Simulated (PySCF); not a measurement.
# How methods differ on the ionisation energy of Bi⁶²⁺

Bi⁶²⁺ [Ar] 3d3 [3d3/2^3, M_J = 3/2] → Bi⁶³⁺ [Ar] 3d2 [3d3/2^2, M_J = 2], as a difference of total energies. All numbers are calculated (PySCF 2.14, the two-component X2C-1e Hamiltonian, in an uncontracted even-tempered set (15 s from 20 bohr⁻², ratio 2.8; 13 p from 26 bohr⁻², ratio 2.8; 8 d from 26 bohr⁻², ratio 2.8; 3 f from 83 bohr⁻², ratio 3)). Correlated levels: [Ne] frozen; the 78 highest virtual spinors dropped. "Screened" scales the spin-orbit matrix elements by Boettger's factors to mimic the two-electron term; Breit and QED terms are absent.

| method | ionisation energy (eV) |
| --- | --- |
| GHF (spin-free) | 6747.9 |
| GMP2 (spin-free) | 6747.7 |
| GHF (screened spin-orbit) | 6809.0 |
| GMP2 (screened spin-orbit) | 6809.8 |

Breit and QED terms and the two-electron picture change are absent.

The spin-free rows relax to the high-spin LS determinant and lack the spin-orbit shift.

The labels give the starting determinants; with spin-orbit coupling the two ends relaxed to ⟨J²⟩ = 3.76, ⟨L²⟩ = 7.54, ⟨S²⟩ = 2.09 and ⟨J²⟩ = 6.00, ⟨L²⟩ = 10.10, ⟨S²⟩ = 1.56.

For comparison: 6804 ± 15 eV (theoretical estimate listed by NIST; NIST Atomic Spectra Database, ionization energies).
